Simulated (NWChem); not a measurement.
Species: C$_{2}$H$_{7}$BO; SMILES CBOC

```xyz
11

B     -0.4298     0.5332     0.0018
H     -1.6321     0.3235     0.0034
C      0.1561     1.9848     0.0029
H     -0.2122     2.5396     0.8830
H     -0.2160     2.5435    -0.8732
H      1.2554     2.0105     0.0007
O      0.4043    -0.5252    -0.0002
C     -0.0385    -1.8567    -0.0013
H      0.3457    -2.3708    -0.8962
H      0.3560    -2.3754     0.8865
H     -1.1394    -1.9212     0.0048
```
Atoms are numbered in this order, from 1.

Level: PBE0/def2-SVP (NWChem), optimised geometry, unscaled harmonic frequencies. 

### Question
List the harmonic frequencies with IR intensities, and the thermochemistry.

### Answer
```csv
frequency (cm⁻¹),IR intensity (km/mol)
104,1.8
150,0.2
192,3.8
261,4.7
445,3.6
676,0.6
766,1.0
982,50.8
1024,5.1
1038,62.5
1157,10.6
1190,0.7
1206,14.5
1312,15.1
1397,284.1
1432,4.8
1438,72.6
1469,4.2
1473,12.5
1509,159.0
2540,173.3
3040,54.6
3048,0.5
3128,5.2
3140,22.3
3146,20.5
3170,10.5
```

```
Property                                                                           Result
-----------------------------------------------------------------------  ----------------
zero-point energy                                                           57.8 kcal/mol
thermal correction to the enthalpy at 298.15 K (with zero-point energy)     62.1 kcal/mol
heat capacity Cv                                                         18.8 cal/(mol K)
entropy at 298.15 K and 1 atm (symmetry number 1)                        73.8 cal/(mol K)
dipole moment                                                                      1.10 D
```

Rigid rotor and harmonic oscillator.
